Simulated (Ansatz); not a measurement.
The lowest singlet and triplet of ClHSi (SMILES [SiH]Cl); geometries from B3LYP-D3(BJ)/def2-TZVP, each state relaxed from the structure named, with no frequency check.
Singlet (charge 0, multiplicity 1):
```xyz
3

Si    -0.93640     0.59509     0.00000
Cl     0.87760    -0.45144     0.00000
H     -1.80954    -0.65673     0.00000
```
Triplet (charge 0, multiplicity 3):
```json
[
 {"atom": "Si", "x (Å)": "-0.9771", "y (Å)": "0.4537", "z (Å)": "0.0000"},
 {"atom": "Cl", "x (Å)": "0.9272", "y (Å)": "-0.3414", "z (Å)": "0.0000"},
 {"atom": "H", "x (Å)": "-2.0822", "y (Å)": "-0.5483", "z (Å)": "0.0000"}
]
```

A positive gap puts the triplet lower; no zero-point energy. U- takes an unrestricted singlet (broken symmetry where lower, unprojected). The triplet is unrestricted in single-reference levels. Active spaces average the two states.

Cores are frozen in the correlated methods.

Run with Ansatz (a first-principles code) with Gaussian orbitals. Each number belongs to the level named beside it.

Task: Give the gap E(singlet) − E(triplet), adiabatic at the level FIC-MRCISD+Q on SA-CASSCF(2,2)/cc-pV(Q+d)Z.

Result: -33.8 kcal/mol

Task: Give the gap E(singlet) − E(triplet), adiabatic at the level U-BHLYP/def2-TZVPP.

Result: -32.4 kcal/mol

Task: What gap E(singlet) − E(triplet), adiabatic does U-wB97X-V/def2-TZVPP give?

Result: -34.6 kcal/mol
